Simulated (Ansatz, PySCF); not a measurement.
Gas-phase reaction (SMILES): [NH2][Al]([NH2])[NH2] + F (HF) -> [NH2][Al]([NH2])[F] + N (NH3); hydrogen fluoride cleaves one Al-N bond, a model of a ligand-exchange step.

Each molecule is optimised on its own at B3LYP-D3(BJ)/def2-TZVP (Ansatz, a first-principles code), one conformer each, not searched for the lowest. Correlated levels leave the core frozen unless marked. No spin-orbit coupling. Non-relativistic. CBS(X,Y): correlation extrapolated as X^-3; Hartree-Fock from the larger set. Thermal terms are rigid-rotor harmonic-oscillator values from B3LYP-D3(BJ) frequencies (Ansatz or PySCF) at 298.15 K and 1 atm. 1 Eh = 627.5095 kcal/mol.

```csv
species,"E, CCSD(T)/CBS(aug-cc-pV(T+d)Z,aug-cc-pV(Q+d)Z) (Ansatz) (Eh)","E, r2SCAN-D4/def2-TZVPD (Ansatz + dftd4) (Eh)",H - E (Eh)
[NH2][Al]([NH2])[NH2],-409.84719,-410.38149,0.08441
F (HF),-100.39216,-100.44728,0.01259
[NH2][Al]([NH2])[F],-453.77674,-454.32368,0.06081
N (NH3),-56.50411,-56.54744,0.03799
```

Work out ΔE and ΔH at 298.15 K at the first level, then ΔH at the second.


1. ΔE = [(-453.77674) + (-56.50411)] - [(-409.84719) + (-100.39216)] = -0.04150 Eh = -26.0 kcal/mol at CCSD(T)/CBS(aug-cc-pV(T+d)Z,aug-cc-pV(Q+d)Z).
2. The terms H - E add up to 0.00180 Eh, so ΔH = (-0.04150 + (0.00180))×627.5095 = -24.9 kcal/mol.
3. At r2SCAN-D4/def2-TZVPD the same steps give ΔE = -26.6 and ΔH = -25.4 kcal/mol, a shift of -0.5 from the first level.
4. These values are not checked against measurement here, since the tables used lack a sound gas-phase enthalpy of formation for at least one species.
